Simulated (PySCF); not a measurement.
AlGeH5O2S, SMILES [OH][Al]([OH])[S][GeH3]. Atoms are numbered in the order given.

```xyz
10

Ge    -0.1722     1.7220     0.0000
S      1.3258     0.0231     0.0000
Al    -0.1135    -1.6186     0.0000
O      0.3141    -3.2778     0.0000
O     -1.7618    -1.1498     0.0000
H     -1.0465     1.6800    -1.2762
H     -1.0465     1.6800     1.2762
H      0.7144     2.9943     0.0000
H      1.2330    -3.5876     0.0000
H     -2.4995    -1.7787     0.0000
```

The structure is a stationary point at PBE-D3(BJ)/def2-SVP. The structure was generated by enumeration; whether it is a known compound was not checked. The values are those of a single conformer.

Computed with PBE-D3(BJ)/def2-SVP (PySCF 2.14.0).

Frequencies are harmonic and unscaled.

```csv
mode,ν (cm⁻¹),IR (km/mol),moving atoms (share of kinetic energy)
1,28,3.1,"O 53 %, S 27 %, Ge 10 %, H 9 %"
2,80,2.6,"O 44 %, Ge 30 %, S 11 %"
3,119,0.0,H 96 %
4,171,3.8,"O 47 %, Al 25 %, Ge 16 %, H 10 %"
5,212,22.2,"O 55 %, H 18 %, S 17 %, Al 10 %"
6,231,8.2,"Al 64 %, O 19 %, H 12 %"
7,279,222.2,"H 84 %, O 14 %"
8,303,21.2,"H 88 %, O 11 %"
9,383,56.7,"S 69 %, Ge 26 %"
10,450,13.5,"S 44 %, Al 23 %, O 19 %, H 13 %"
11,550,10.1,H 94 %
12,560,12.2,H 88 %
13,569,70.9,"H 78 %, O 18 %"
14,589,287.4,"H 70 %, O 23 %"
15,783,259.7,"H 37 %, O 37 %, Al 24 %"
16,820,67.3,"H 71 %, O 14 %, Al 12 %"
17,842,38.0,H 99 %
18,842,39.6,H 98 %
19,922,97.4,"Al 49 %, O 43 %"
20,2083,79.0,H 100 %
21,2099,91.8,H 98 %
22,2104,98.0,H 98 %
23,3818,110.7,H 94 %
24,3818,66.4,H 94 %
```
